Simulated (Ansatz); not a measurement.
Consider the redistribution: `C=C[SiH2][SiH2]S` + `C[SiH](F)[GeH3]` → `C[SiH2][SiH2]S` + `C=C[SiH](F)[GeH3]`.

Program: Ansatz. Geometries: PBE0-D4/def2-TZVP. ΔE: electronic, gas phase. CBS: MP2 limit from def2 TZ/QZ plus the TZ coupled-cluster correction, frozen cores. Functionals use def2-TZVPP. B3LYP here is the variant with VWN-RPA as its local correlation; programs differ in this. For Ge outer-core shells are correlated without core-valence functions, which leaves a few kJ/mol of doubt a bond. Scalar relativity is left out up to krypton. One conformer a species, not always the lowest.

```tsv
level	ΔE (kcal/mol)
B3LYP	0.0
SCS-MP2/def2-QZVPP	0.6
```

Task: What does CCSD(T)/CBS give? (Estimate.)

Result: Ansatz gave: +0.8 kcal/mol. The listed levels differ from it by -0.8, -0.2 kcal/mol.

Largest T1 diagnostic among the species: 0.012.

In def2-TZVPP, CCSD(T) changes the Hartree–Fock value by +1.1 kcal/mol (the triples alone add +0.2 kcal/mol) and MP2 by +1.4 kcal/mol.
